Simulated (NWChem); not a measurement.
System: PH, triplet; SMILES [PH]

All runs: NWChem. Pople sets run with spherical d functions. Spin-unrestricted. All runs use the structure optimised with PBE0-D3(BJ)/def2-TZVP, spin-unrestricted. No stability test was run on the SCF state. Vertical excitations in the gas phase. Excited states of an open shell can be spin-contaminated.

What does the run give for BHandHLYP/6-31+G*, TDA? Quantities: lowest excitation (eV); oscillator strength of that lowest state; lowest state with f > 0.02 (eV); oscillator strength of that bright state; lowest empty minus highest occupied level, either spin (eV).


- lowest excitation (eV) = 3.96
- oscillator strength of that lowest state = 0.022
- lowest state with f > 0.02 (eV) = 3.96
- oscillator strength of that bright state = 0.022
- lowest empty minus highest occupied level, either spin (eV) = 6.29
